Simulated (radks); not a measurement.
Values are calculated unless marked as measured or tabulated.
The nuclear charge of neutral zirconium is varied continuously with 40 electrons held in [Kr] 4d2 5s2. Level of theory: Dirac Kohn-Sham, PBEsol, spin-unpolarised, spherical densities, point nucleus; open shells fill j = l - 1/2 first (a radial shooting solver on a logarithmic mesh with Libxc functionals). By the Hellmann-Feynman theorem dE/dZ = E(electron-nucleus)/Z, the electronic potential at the nucleus.

| Z | E (hartree) | E(electron-nucleus)/Z (hartree) | HOMO | e(HOMO) (eV) | <r> HOMO (bohr) |
|---|---|---|---|---|---|
| 39.8 | -3553.64713 | -215.587 | 4d3/2 | -2.054 | 2.438 |
| 39.9 | -3575.24298 | -216.330 | 4d3/2 | -2.832 | 2.357 |
| 40 | -3596.91313 | -217.073 | 4d3/2 | -3.654 | 2.286 |
| 40.1 | -3618.65752 | -217.815 | 4d3/2 | -4.517 | 2.223 |
| 40.2 | -3640.47610 | -218.557 | 4d3/2 | -5.419 | 2.165 |
| 40.3 | -3662.36882 | -219.298 | 4d3/2 | -6.359 | 2.113 |
| 40.4 | -3684.33567 | -220.039 | 5s1/2 | -7.095 | 3.450 |
| 40.5 | -3706.37660 | -220.780 | 5s1/2 | -7.810 | 3.392 |
| 40.6 | -3728.49159 | -221.520 | 5s1/2 | -8.546 | 3.337 |
| 40.7 | -3750.68062 | -222.261 | 5s1/2 | -9.302 | 3.283 |
| 40.8 | -3772.94369 | -223.001 | 5s1/2 | -10.077 | 3.233 |
| 40.9 | -3795.28077 | -223.741 | 5s1/2 | -10.871 | 3.184 |
| 41 | -3817.69186 | -224.481 | 5s1/2 | -11.684 | 3.137 |

The central difference of E at Z = 40 is -217.073 hartree, to compare with the third column; the second derivative is -7.42 hartree.
